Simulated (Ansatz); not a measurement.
Calculation: frozen-core CCSD(T)/cc-pVTZ // PBE0-D4/def2-TZVP (Ansatz, a program for electronic structure).

Ansatz 0.2 input:
```yaml
crystal:
  periodic: [false, false, false]
  atoms:
    - { symbol: Si, position_ang: [1.500726, 0.25697, -0.030635] }
    - { symbol: N, position_ang: [-0.044474, -0.2336, 0.681729] }
    - { symbol: Si, position_ang: [-1.729296, 0.081802, -0.434935] }
    - { symbol: H, position_ang: [2.594481, -0.897587, 0.068718] }
    - { symbol: H, position_ang: [1.815466, -0.602908, -1.319097] }
    - { symbol: H, position_ang: [1.858441, 1.678812, 0.050493] }
    - { symbol: H, position_ang: [-0.225149, 0.275348, 1.558692] }
    - { symbol: H, position_ang: [-0.070601, -1.232832, 0.924313] }
    - { symbol: H, position_ang: [-1.384475, -0.75736, -1.595521] }
    - { symbol: H, position_ang: [-1.602314, 1.53842, -0.614571] }
    - { symbol: H, position_ang: [-2.710746, -0.430511, 0.535026] }
basis:
  gaussian: { orbitals: cc-pVTZ }
correlation:
  method: ccsd_t
total_charge: 2
magnetization:
  spin_polarized: true
  initial_magnetization: 1
```

Output:

```
Functional definition: HF
1177 factors; integrals over basis functions are off by at most 1.3e-3 eV
mean field evaluation 1: about -17305.2513 eV, gradient 4.3e1 eV
mean field evaluation 2: about -17305.2611 eV, gradient 4.3e1 eV
mean field evaluation 4: about -17313.1954 eV, gradient 3.1e0 eV
mean field evaluation 8: about -17313.3190 eV, gradient 1.5e-1 eV
mean field evaluation 16: about -17313.2896 eV, gradient 8.0e-1 eV
mean field evaluation 32: about -17300.0141 eV, gradient 3.5e1 eV
mean field evaluation 64: about -17308.8073 eV, gradient 1.4e-1 eV
mean field -17313.31950569 eV, -636.2527564445 hartree, gradient 1.6e-6 eV, S^2 0.767585; 0 other end points of the search recorded, 0 dependent functions left out
11 core orbitals not correlated
reference -17313.31950569 eV, -636.2527564445 hartree; 10, 9 occupied and 189, 190 virtual orbitals, 1177 factors
second order -12.00067240 eV of doubles, -0.00000000 eV of singles
cycle   1  -12.87285495 eV  change   -8.7e-1 eV  update   8.4e-2
cycle   2  -13.33929388 eV  change   -4.7e-1 eV  update   3.0e-2
cycle   3  -13.39944915 eV  change   -6.0e-2 eV  update   1.3e-2
cycle   4  -13.39483413 eV  change    4.6e-3 eV  update   4.9e-3
cycle   5  -13.39569870 eV  change   -8.6e-4 eV  update   2.4e-3
cycle   6  -13.39579666 eV  change   -9.8e-5 eV  update   9.1e-4
cycle   7  -13.39578946 eV  change    7.2e-6 eV  update   4.0e-4
cycle   8  -13.39591454 eV  change   -1.3e-4 eV  update   2.0e-4
cycle   9  -13.39593464 eV  change   -2.0e-5 eV  update   8.3e-5
cycle  10  -13.39589109 eV  change    4.4e-5 eV  update   3.9e-5
cycle  11  -13.39590465 eV  change   -1.4e-5 eV  update   1.5e-5
perturbative correction -0.44122238 eV, -0.0162146234 hartree
Total energy: -17327.15663272 eV, -636.7612614838 hartree
```

Cost: roughly 22 core-minutes.
